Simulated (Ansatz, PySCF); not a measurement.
Ge(Cl)2(OH)2 (Cl2GeH2O2), SMILES [OH][Ge]([OH])([Cl])[Cl]. Atoms are numbered in the order given.

```xyz
7

O     -0.1328    -1.4620    -1.2484
Ge     0.0000     0.0000    -0.2835
O      0.1328     1.4620    -1.2484
Cl    -1.7688     0.0305     0.9097
Cl     1.7688    -0.0305     0.9097
H      0.7066    -1.6833    -1.6783
H     -0.7066     1.6833    -1.6783
```
Charge 0, spin multiplicity 1.

Geometry: r2SCAN-D4/def2-SVP. Other conformers were not sampled.

Two levels are set side by side: PBE-D3(BJ)/def2-SVP (Ansatz, a program for electronic structure) and r2SCAN-D4/def2-SVP (Ansatz). Each level has its own optimised geometry; the coordinates shown are those of the second. Frequencies come from the Hessian of PySCF at each geometry. Differences are taken from unrounded values.

```
quantity                            r2SCAN-D4
----------------------------------  ---------
mean bond length (Å)                    1.620
bond O1–Ge2 (Å)                         1.757
bond Ge2–O3 (Å)                         1.757
bond Ge2–Cl4 (Å)                        2.134
bond Ge2–Cl5 (Å)                        2.134
bond O1–H6 (Å)                          0.969
bond O3–H7 (Å)                          0.969
highest harmonic wavenumber (cm⁻¹)       3827
mean harmonic wavenumber (cm⁻¹)           875
zero-point energy (kcal/mol)            18.76
```

Task: What does PBE-D3(BJ) give, and how far is it from r2SCAN-D4? (An estimate is asked for; the answer gives what the named calculation found.)

Result: 
| quantity | PBE-D3(BJ) | PBE-D3(BJ) minus r2SCAN-D4 |
|---|---|---|
| mean bond length (Å) | 1.635 | 0.016 |
| bond O1–Ge2 (Å) | 1.777 | 0.021 |
| bond Ge2–O3 (Å) | 1.777 | 0.021 |
| bond Ge2–Cl4 (Å) | 2.151 | 0.017 |
| bond Ge2–Cl5 (Å) | 2.151 | 0.017 |
| bond O1–H6 (Å) | 0.978 | 0.009 |
| bond O3–H7 (Å) | 0.978 | 0.009 |
| highest harmonic wavenumber (cm⁻¹) | 3708 | -119 |
| mean harmonic wavenumber (cm⁻¹) | 850 | -25 |
| zero-point energy (kcal/mol) | 18.23 | -0.53 |
